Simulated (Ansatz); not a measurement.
Mulliken charges of `[OH][Zn][B](F)F` from ωB97M-V/def2-TZVPP in Ansatz (PBE0-D4/def2-TZVP geometry).

```tsv
atom	x (Å)	y (Å)	z (Å)	charge (e)
O1	-1.456	0.869	1.650	-0.490
Zn2	-0.353	0.256	0.401	0.220
B3	0.953	-0.319	-1.071	0.573
F4	1.155	-1.591	-1.371	-0.236
F5	1.649	0.550	-1.782	-0.233
H6	-1.948	0.235	2.172	0.166
```

Task: By hand: the dipole of these point charges (1 e Å = 4.8032 D).

Result: Σ q r = (0.202, -0.266, -0.235) e Å, of length 0.408 e Å = 1.96 D.

Task: How does the dipole of the full density compare? (Best estimate.)

Result: The calculation gave: (-0.079, -0.254, 0.078) e Å, 1.33 D; the point charges give 1.47 times that, at 73° from its direction.

Point charges leave out the atoms' own dipoles, such as those of lone pairs, and Mulliken's split depends on the basis, so the two needn't agree.
